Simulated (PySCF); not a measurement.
Record of a relaxation.

Compound: C₂H₅NO₃Si.
Atom-mapped SMILES: `[CH3:1][O:2][Si:3]([OH:4])([OH:5])[C:6]#[N:7]` (hydrogens: H8, H9, H10 on C1; H11 on O4; H12 on O5)

Method: PySCF 2.14.0, PBE0-D3(BJ)/def2-SVP geometry optimisation, gas phase; density fitting, grid level 1; the optimiser is geomeTRIC in internal coordinates, started from a GFN2-xTB structure with every atom displaced at random (about 0.01 Å). 12 of its 14 geometries are shown. The frame can shift and turn from step to step; on so coarse a grid that alone can change the energy by a few meV, and forces under 0.02 eV/Å are noise.

Step 0: E = -17643.2603 eV, largest atomic force 3.409 eV/Å
```
atom  x, y, z in Å  |  force x, y, z in eV/Å
C1      1.962    0.112    0.063   -1.680   1.367   0.373
O2      0.784   -0.660    0.117    0.367  -0.148  -0.110
Si3    -0.778   -0.205    0.161    0.774   0.092  -0.576
O4     -0.999    0.845    1.369   -1.805   0.712   1.127
O5     -1.662   -1.536    0.366   -1.000   0.433   0.587
C6     -1.219    0.636   -1.456    0.755  -1.552   2.940
N7     -1.451    1.136   -2.450   -0.648   1.388  -2.713
H8      2.818   -0.518    0.160    0.886  -0.729   0.131
H9      1.943    0.881    0.881    0.250  -0.482  -0.403
H10     1.994    0.655   -0.890    0.266   0.075  -0.195
H11    -1.918    0.965    1.733    1.533  -0.158  -0.600
H12    -1.432   -2.340   -0.064    0.302  -0.998  -0.560
```

Step 1: E = -17643.4180 eV, largest atomic force 0.311 eV/Å
```
atom  x, y, z in Å  |  force x, y, z in eV/Å
C1      1.916    0.088    0.101    0.270  -0.150  -0.034
O2      0.780   -0.737    0.161   -0.041  -0.090   0.106
Si3    -0.773   -0.245    0.188    0.037   0.238  -0.088
O4     -0.989    0.862    1.372    0.108  -0.106   0.026
O5     -1.789   -1.512    0.343    0.022  -0.183  -0.019
C6     -1.098    0.599   -1.442   -0.119   0.041  -0.152
N7     -1.309    1.116   -2.460    0.069  -0.059   0.157
H8      2.815   -0.552    0.180   -0.191   0.153  -0.024
H9      1.932    0.818    0.926   -0.013   0.009   0.044
H10     1.965    0.639   -0.853   -0.001  -0.001  -0.031
H11    -1.849    1.236    1.568   -0.101  -0.008  -0.044
H12    -1.563   -2.342   -0.096   -0.041   0.156   0.060
```

Step 2: E = -17643.4237 eV, largest atomic force 0.118 eV/Å
```
atom  x, y, z in Å  |  force x, y, z in eV/Å
C1      1.922    0.080    0.099    0.044   0.008  -0.037
O2      0.780   -0.737    0.175   -0.024  -0.028   0.067
Si3    -0.771   -0.235    0.190    0.036   0.081  -0.078
O4     -1.001    0.860    1.380    0.030   0.008   0.064
O5     -1.786   -1.505    0.345   -0.015  -0.054   0.020
C6     -1.098    0.608   -1.439   -0.042  -0.017  -0.007
N7     -1.303    1.128   -2.455    0.030   0.006   0.020
H8      2.814   -0.557    0.188   -0.027   0.006  -0.002
H9      1.940    0.824    0.912    0.002  -0.006  -0.001
H10     1.973    0.613   -0.867   -0.002  -0.001   0.003
H11    -1.873    1.221    1.560   -0.022  -0.021  -0.041
H12    -1.560   -2.329   -0.097   -0.011   0.018  -0.009
```

Step 4: E = -17643.4280 eV, largest atomic force 0.108 eV/Å
```
atom  x, y, z in Å  |  force x, y, z in eV/Å
C1      1.927    0.063    0.084   -0.089   0.025  -0.031
O2      0.775   -0.735    0.229    0.018   0.053   0.022
Si3    -0.772   -0.221    0.213   -0.006  -0.107  -0.008
O4     -1.038    0.858    1.411   -0.029   0.034   0.014
O5     -1.792   -1.494    0.344    0.004   0.057   0.030
C6     -1.070    0.630   -1.416    0.018  -0.011   0.040
N7     -1.236    1.166   -2.430   -0.003   0.027  -0.048
H8      2.809   -0.578    0.202    0.056  -0.046   0.008
H9      1.965    0.856    0.849    0.009  -0.006  -0.005
H10     1.969    0.532   -0.914   -0.001   0.004   0.010
H11    -1.929    1.198    1.537    0.019   0.008   0.007
H12    -1.569   -2.305   -0.119    0.003  -0.036  -0.037
```

Step 5: E = -17643.4291 eV, largest atomic force 0.074 eV/Å
```
atom  x, y, z in Å  |  force x, y, z in eV/Å
C1      1.925    0.054    0.075   -0.048  -0.006  -0.013
O2      0.772   -0.732    0.261    0.019   0.044   0.014
Si3    -0.775   -0.219    0.229   -0.019  -0.070   0.015
O4     -1.058    0.858    1.427   -0.033  -0.004  -0.029
O5     -1.798   -1.490    0.345    0.021   0.038   0.018
C6     -1.047    0.640   -1.401    0.019   0.004   0.014
N7     -1.188    1.184   -2.415   -0.007   0.008  -0.023
H8      2.806   -0.589    0.201    0.024  -0.017  -0.001
H9      1.979    0.871    0.814    0.006  -0.004   0.000
H10     1.955    0.492   -0.938   -0.001   0.005   0.004
H11    -1.953    1.197    1.528    0.022   0.015   0.021
H12    -1.579   -2.294   -0.135   -0.005  -0.012  -0.021
```

Step 6: E = -17643.4297 eV, largest atomic force 0.052 eV/Å
```
atom  x, y, z in Å  |  force x, y, z in eV/Å
C1      1.923    0.050    0.069   -0.001  -0.020  -0.002
O2      0.770   -0.730    0.277    0.008   0.018   0.015
Si3    -0.777   -0.220    0.238   -0.015  -0.005   0.015
O4     -1.067    0.859    1.434   -0.019  -0.027  -0.039
O5     -1.802   -1.489    0.347    0.024   0.002   0.009
C6     -1.034    0.643   -1.393    0.011   0.010  -0.008
N7     -1.162    1.189   -2.408   -0.006  -0.007   0.003
H8      2.804   -0.597    0.191   -0.006   0.005  -0.008
H9      1.991    0.872    0.800    0.003  -0.002   0.004
H10     1.943    0.479   -0.947   -0.001   0.005  -0.001
H11    -1.961    1.203    1.528    0.014   0.011   0.018
H12    -1.589   -2.288   -0.145   -0.012   0.009  -0.005
```

Step 7: E = -17643.4304 eV, largest atomic force 0.056 eV/Å
```
atom  x, y, z in Å  |  force x, y, z in eV/Å
C1      1.922    0.046    0.065    0.038  -0.021   0.004
O2      0.769   -0.727    0.290   -0.005  -0.011   0.018
Si3    -0.778   -0.220    0.246   -0.004   0.056   0.000
O4     -1.073    0.861    1.438    0.002  -0.033  -0.028
O5     -1.805   -1.488    0.352    0.016  -0.032   0.002
C6     -1.024    0.641   -1.389    0.001   0.009  -0.020
N7     -1.143    1.187   -2.406   -0.004  -0.017   0.022
H8      2.802   -0.606    0.168   -0.027   0.020  -0.012
H9      2.008    0.865    0.797   -0.001  -0.001   0.006
H10     1.927    0.480   -0.950   -0.002   0.004  -0.004
H11    -1.962    1.213    1.533    0.000   0.003   0.007
H12    -1.603   -2.280   -0.155   -0.015   0.024   0.006
```

Step 8: E = -17643.4312 eV, largest atomic force 0.079 eV/Å
```
atom  x, y, z in Å  |  force x, y, z in eV/Å
C1      1.923    0.043    0.060    0.051  -0.009   0.004
O2      0.769   -0.724    0.300   -0.013  -0.030   0.016
Si3    -0.779   -0.219    0.253    0.007   0.077  -0.018
O4     -1.074    0.865    1.440    0.019  -0.018  -0.004
O5     -1.806   -1.485    0.363    0.001  -0.047   0.001
C6     -1.019    0.636   -1.387   -0.004   0.004  -0.019
N7     -1.134    1.176   -2.407   -0.003  -0.017   0.026
H8      2.799   -0.618    0.132   -0.030   0.021  -0.011
H9      2.032    0.848    0.805   -0.002  -0.002   0.005
H10     1.908    0.494   -0.946   -0.002   0.002  -0.005
H11    -1.959    1.225    1.539   -0.013  -0.007  -0.005
H12    -1.621   -2.270   -0.162   -0.012   0.025   0.009
```

Step 9: E = -17643.4319 eV, largest atomic force 0.063 eV/Å
```
atom  x, y, z in Å  |  force x, y, z in eV/Å
C1      1.925    0.039    0.055    0.038   0.010   0.002
O2      0.770   -0.721    0.307   -0.015  -0.034   0.010
Si3    -0.777   -0.216    0.260    0.014   0.052  -0.032
O4     -1.070    0.872    1.443    0.031   0.015   0.027
O5     -1.805   -1.480    0.380   -0.016  -0.037   0.003
C6     -1.019    0.627   -1.386   -0.004  -0.003  -0.008
N7     -1.135    1.156   -2.412   -0.003  -0.009   0.016
H8      2.795   -0.633    0.076   -0.017   0.011  -0.007
H9      2.068    0.818    0.822   -0.002  -0.003   0.002
H10     1.885    0.526   -0.935   -0.002   0.000  -0.003
H11    -1.952    1.239    1.547   -0.020  -0.016  -0.014
H12    -1.645   -2.254   -0.168   -0.004   0.015   0.003
```

Step 11: E = -17643.4327 eV, largest atomic force 0.048 eV/Å
```
atom  x, y, z in Å  |  force x, y, z in eV/Å
C1      1.931    0.037    0.048   -0.016   0.017   0.001
O2      0.775   -0.721    0.305    0.000  -0.003  -0.005
Si3    -0.771   -0.210    0.266    0.000  -0.034  -0.013
O4     -1.051    0.885    1.445    0.014   0.039   0.024
O5     -1.804   -1.469    0.409   -0.010   0.015   0.008
C6     -1.028    0.612   -1.387    0.006  -0.002   0.010
N7     -1.159    1.123   -2.419   -0.003   0.006  -0.011
H8      2.789   -0.647   -0.009    0.012  -0.011  -0.001
H9      2.116    0.766    0.854    0.001  -0.002  -0.003
H10     1.858    0.582   -0.910    0.000  -0.001   0.002
H11    -1.936    1.243    1.556   -0.008  -0.015  -0.004
H12    -1.682   -2.230   -0.167    0.004  -0.009  -0.010
```

Step 12: E = -17643.4328 eV, largest atomic force 0.035 eV/Å
```
atom  x, y, z in Å  |  force x, y, z in eV/Å
C1      1.932    0.036    0.045   -0.018   0.005   0.001
O2      0.776   -0.724    0.301    0.004   0.006  -0.006
Si3    -0.769   -0.209    0.267   -0.006  -0.034   0.003
O4     -1.043    0.889    1.446    0.001   0.023   0.001
O5     -1.806   -1.465    0.415    0.000   0.018   0.004
C6     -1.030    0.611   -1.386    0.008   0.001   0.007
N7     -1.165    1.119   -2.420   -0.002   0.006  -0.009
H8      2.789   -0.649   -0.024    0.010  -0.009   0.000
H9      2.123    0.756    0.858    0.001  -0.001  -0.002
H10     1.855    0.591   -0.906    0.001  -0.001   0.001
H11    -1.932    1.238    1.559    0.000  -0.008   0.006
H12    -1.691   -2.223   -0.165    0.001  -0.007  -0.007
```

Step 13: E = -17643.4329 eV, largest atomic force under 0.02 eV/Å
```
atom  x, y, z in Å  |  force x, y, z in eV/Å
C1      1.932    0.034    0.042   -0.008  -0.004   0.000
O2      0.776   -0.726    0.300    0.003   0.006  -0.004
Si3    -0.768   -0.208    0.269   -0.006  -0.013   0.012
O4     -1.038    0.892    1.448   -0.006   0.005  -0.017
O5     -1.809   -1.460    0.418    0.004   0.010  -0.001
C6     -1.030    0.612   -1.385    0.005   0.003   0.001
N7     -1.166    1.120   -2.418   -0.001   0.003  -0.002
H8      2.788   -0.652   -0.032    0.003  -0.003   0.001
H9      2.127    0.750    0.857    0.001   0.000  -0.001
H10     1.852    0.592   -0.907    0.001  -0.001   0.000
H11    -1.929    1.234    1.564    0.004  -0.004   0.012
H12    -1.699   -2.217   -0.164   -0.002  -0.002  -0.001
```

Problem. Summarise the path.

Solution. The energy falls by 3.98 kcal/mol from step 0 to step 13; nine tenths of that is first reached at step 1. It falls at every step. The largest force goes from 3.409 to under 0.02 eV/Å. Among the bonds O4–H11 changes most, from 0.996 to 0.962 Å; the atoms move by 0.167 Å rms after alignment.

Problem. Follow the three bonds and two angles with the largest change from start to end.

Solution. 
```csv
step,E above end (kcal/mol),largest force (eV/Å),O4–H11 (Å),C1–H8 (Å),Si3–O5 (Å),O2–Si3–O5 (°),C1–O2–Si3 (°)
0,3.98,3.409,0.996,1.067,1.611,107.4,130.5
1,0.34,0.311,0.959,1.107,1.632,111.1,126.4
2,0.21,0.118,0.960,1.100,1.633,110.7,126.5
3,0.15,0.086,0.961,1.097,1.635,110.3,126.5
4,0.11,0.108,0.962,1.097,1.636,110.2,126.6
5,0.09,0.074,0.962,1.098,1.636,110.4,126.8
6,0.07,0.052,0.962,1.099,1.635,110.5,126.9
7,0.06,0.056,0.961,1.100,1.635,110.7,127.1
8,0.04,0.079,0.961,1.100,1.634,110.8,127.3
9,0.02,0.063,0.961,1.100,1.634,110.8,127.4
10,0.01,0.060,0.961,1.099,1.634,110.8,127.5
11,0.01,0.048,0.961,1.099,1.635,110.9,127.4
12,0.00,0.035,0.961,1.099,1.635,110.9,127.2
13,0.00,under 0.02,0.962,1.099,1.635,111.0,127.2
```

The cost below is that of the whole optimisation. The run took 96 s of wall time on Arm Neoverse V1, one thread, shared host with 32 logical CPUs at a one-minute load of 36, and the process peaked at 0.50 GiB of memory.
